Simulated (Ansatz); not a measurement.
Ru₂H₂⁻. Total charge -1; doublet. Geometry PBE0-D4/def2-TZVPD; atoms count from 1.

Cartesian coordinates in Å:
```
Ru -0.2030 0.2091 -0.6446
Ru -0.1554 -0.5872 1.6434
H 0.1517 1.8244 -0.9529
H 0.2067 -1.4463 -0.0458
```

In the def2 sets Ru takes a core potential; there is no spin–orbit coupling. The charge -1 doublet is spin-contaminated (final ⟨S²⟩ up to 2.98, 0.75 for a pure state). The highest occupied level of the charge -1 doublet lies above zero (up to 0.02 eV). Its loss leaves the charge 0 singlet, which lies 3.60 eV higher (vertical, at PBE0-D4/def2-TZVPD), but this difference is unsure: the singlet is doubtful (geometry relaxed on an unsound state). The geometry of the doublet was relaxed on an unsound state (⟨S²⟩ 2.98, where a pure state has 0.75). At PBE0-D4/def2-TZVPD a quartet of charge -1 lies 0.72 eV below the doublet, each at its own geometry. The structure comes from a short search, and lower isomers may exist.

(1) Estimate the Mulliken populations from the PBE0/def2-TZVPD orbitals of Ansatz.

(2) Where does the spin sit?

(3) And the Mayer bond orders between bonded heavy atoms (over 0.3)?

Results:

(1) 
| atom | charge (e) | spin (α − β) | d electrons |
| --- | --- | --- | --- |
| Ru1 | -0.62 | -2.31 | 6.98 |
| Ru2 | -0.31 | 3.22 | 7.04 |
| H3 | -0.06 | 0.06 | – |
| H4 | 0.00 | 0.03 | – |
Mulliken values and Mayer orders depend strongly on the basis. With diffuse functions, as here, like atoms can get unlike values, and bond orders can come out too low or too high.

(2) Summed by element: Ru 0.91, H 0.09, of 1 unpaired in all. Largest on single atoms: Ru2 3.22, Ru1 -2.31, H3 0.06.

(3) Ru1–Ru2 1.41 (2.42 Å).
